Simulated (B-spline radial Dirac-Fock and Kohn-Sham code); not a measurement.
Binding energies of Pm³⁺ in different valence configurations

The computed values come from a radial B-spline solver: ΔSCF Dirac-Fock with Breit, self-energy and vacuum polarisation, finite nucleus, configuration average. No correlation.

Reference: the tabulated ground configuration [Xe] 4f4, with 1s 45221.0 eV, 2s 7472.2 eV, 3d5/2 1068.7 eV, 4s 380.1 eV, 4p1/2 310.2 eV, 5p1/2 56.85 eV, Kα1 38722.1 eV, Kβ1 43820.5 eV, Lα1 5430.2 eV, Lβ2 6334.4 eV.

Shifts from the reference in eV.

```tsv
configuration	average energy	1s	2s	3d5/2	4s	4p1/2	5p1/2	Kα1	Kβ1	Lα1	Lβ2
[Xe] 4f3 5d1	+7.45	+8.63	+9.61	+10.78	+9.71	+9.45	+3.77	-0.86	-2.35	-1.29	+1.08
[Xe] 4f2 5d2	+20.98	+17.89	+19.96	+22.42	+19.93	+19.38	+7.57	-1.83	-4.95	-2.70	+2.50
[Xe] 4f3 6s1	+11.47	+12.19	+13.37	+14.44	+13.28	+12.99	+6.37	-1.05	-2.46	-1.20	+1.36
[Xe] 4f3 6p1	+16.46	+13.26	+14.41	+15.50	+14.32	+14.04	+7.35	-1.04	-2.46	-1.20	+1.37
[Xe] 4f2 6s2	+32.67	+25.54	+28.04	+30.22	+27.58	+26.86	+12.92	-2.19	-5.13	-2.50	+3.19
```
